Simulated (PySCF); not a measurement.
C8H13 (doublet state).
Cartesian coordinates in Å at the PBE0-D3(BJ)/def2-SVP level; atoms count from 1:
```
atom  x, y, z in Å
C1    -2.761   -0.462    0.009
C2    -1.815    0.707    0.272
C3    -0.364    0.362    0.087
C4     0.389    0.949   -0.854
C5     1.828    0.621   -1.119
C6     2.390   -0.385   -0.178
C7     1.727   -0.595    1.135
C8     0.208   -0.700    0.991
H9    -2.572   -1.303    0.694
H10   -3.811   -0.160    0.141
H11   -2.642   -0.838   -1.020
H12   -1.968    1.064    1.308
H13   -2.075    1.550   -0.388
H14   -0.065    1.717   -1.491
H15    2.424    1.560   -1.086
H16    1.943    0.276   -2.165
H17    3.396   -0.773   -0.356
H18    1.949    0.263    1.808
H19    2.131   -1.485    1.643
H20   -0.058   -1.697    0.595
H21   -0.272   -0.637    1.983
```

The hyperfine couplings belong to this conformer and change with its torsions.

As a line formula: `CCC1=CC[CH]CC1` [radical].

The calculation used UKS B3LYP, IGLO-III on C, pcH-1 on H, non-relativistic, mean-field spin-orbit, GIAO in PySCF 2.14.0. Isolated species at its PBE0-D3(BJ)/def2-SVP geometry (one conformer only). No stability test was run, so a lower SCF solution isn't excluded.

The Mulliken spin populations are largest on C6 (+1.04), C7 (-0.10), C5 (-0.09) and H18 (+0.07). C6 is the only atom above +0.15. The angles at C6 add up to 358.4°, so it is nearly planar; its axial dipolar tensor and the negative coupling of its proton fit spin in a p orbital normal to that plane.

(1) McConnell's relation a(H) = Q·ρ ties the coupling of a proton on a planar π carbon to the spin population of that carbon. What Q do the computed values give?

(2) List the C–H protons on four-coordinate carbons next to a three-coordinate spin centre, with their couplings and θ (C–H bond against the normal to the plane of the centre's neighbours, projected along the bond that joins the two).

Answers

(1) 
```
  H   C    ρ(C)  a(H) (G)  a/ρ (G)
H17  C6  +1.037    -21.47    -20.7
```

One proton gives one ratio, Q = -20.7 G, and no test of linearity.

(2) 
| β H | on | centre | θ (°) | cos²θ | a (G) |
| --- | --- | --- | --- | --- | --- |
| H15 | C5 | C6 | 18 | 0.91 | +46.41 |
| H16 | C5 | C6 | 48 | 0.44 | +22.93 |
| H18 | C7 | C6 | 10 | 0.97 | +51.14 |
| H19 | C7 | C6 | 73 | 0.08 | +6.89 |

Fitting the Heller–McConnell form a = ρ(B0 + B2 cos²θ), with Mulliken ρ = 1.04, gives B0 = 1.9 G and B2 = 47.8 G, with a largest miss of 1.1 G. By this fit the coupling would be 51.6 G at θ = 0° and 2.0 G at 90°.

Couplings in gauss use g_iso = 2.0026.
